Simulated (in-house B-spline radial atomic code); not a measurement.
**RPA and G0W0 on LC-wPBE: O⁵⁺**

Configuration [He] 2s1, highest spin, mean-field start LC-wPBE. Computed with an all-electron radial atomic-structure program (B-spline basis): all electrons, scalar-relativistic (spin-free one-electron X2C), finite nucleus, each spin shell either full or empty, empty states to l = 9 with an (l + 1/2)⁻⁴ tail; G0W0 by contour deformation at full frequency.

Command:
```bash
python run_gw.py task.json out
```
Settings (radii: box in bohr, nucleus in fm):
```
Z                        8
electrons                3
configuration            [He] 2s1
hamiltonian              x2c
method                   lc_wpbe
lmax                     9
rms_radius               2.6991
spin_polarised           True
box_radius               10.43
intervals                69
ion_configuration        1s2
```

Run time, properties included: 2.4 s on 1 thread of Arm Neoverse N1 (shared host).

Energies (hartree):

```csv
term,value
mean-field total,-64.22673
Hartree-Fock functional on these orbitals,-64.22593
direct second order,-0.14626
second-order exchange,0.094305
SOSEX correction,0.084924
```

What is the RPA correlation energy, and what remains with SOSEX?

RPA gives -0.13483 hartree (-1.22 eV per electron); RPA + SOSEX gives -0.049904, and the second-order doubles -0.051952 hartree (no singles). SOSEX takes back 63 % of the RPA value.

Quasi-particle levels (eV):

| level | occupied | mean field | Σx - vxc | Σc | QP weight | G0W0 |
| --- | --- | --- | --- | --- | --- | --- |
| 2s up | yes | -133.91 | -4.12 | ? | ? | ? |
| 1s down | yes | -660.16 | -41.37 | 3.14 | 0.960 | -698.39 |
| 1s up | yes | -661.78 | -43.33 | 3.25 | 0.931 | -701.86 |
| 2s down | no | -115.34 | 4.81 | -2.86 | 0.946 | -113.39 |

G0W0 = mean field + (Σx - vxc) + Σc, with Σc (partial-wave tail included) taken at the quasi-particle energy.

Where does G0W0 put 2s up?

At -139.66 eV, with Σc = -1.63 eV and a quasi-particle weight of 0.973. The tabulated removal energy is 138.119 ± 0.0021 eV (NIST, semi-empirical).

What does it cost to remove one electron (to 1s2) by differences of total energies, each species on its own start (correlation terms add to the Hartree-Fock functional)?

LC-wPBE 138.85 eV, Hartree-Fock functional 137.98 eV, + RPA 139.18 eV, + RPA + SOSEX 138.11 eV, + second order 138.12 eV. Tabulated: 138.119 ± 0.0021 eV (NIST, semi-empirical).
